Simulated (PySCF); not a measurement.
CH3Te, SMILES C[Te], multiplicity 2. The structure is a stationary point at r2SCAN-D4/def2-TZVP. The isomer is the one that the SMILES or the coordinates give; other isomers of the formula were not compared. The def2 effective core potentials stand for the cores of Te; spin–orbit coupling is left out.

Calculation: r2SCAN-D4/def2-TZVP (PySCF 2.14.0).

Harmonic wavenumbers (cm⁻¹): 433, 528, 774, 1240, 1356, 1456, 3057, 3152, 3160. Rotational constants (GHz): 157.5, 7.424, 7.419; symmetry number 1.

Task: Work out the zero-point energy and the ideal-gas rigid-rotor harmonic-oscillator thermochemistry at 298.15 K and 1 atm.

Result: ZPE = ½ Σ hcν = ½ × 15155 cm⁻¹ = 21.67 kcal/mol. H − E(el) = 24.41 kcal/mol. Entropy in cal/(mol K): translation 40.78, rotation 21.14, vibration 1.74, spin 1.38, total 65.04. G − E(el) = 5.02 kcal/mol. Cp = 11.62 cal/(mol K).
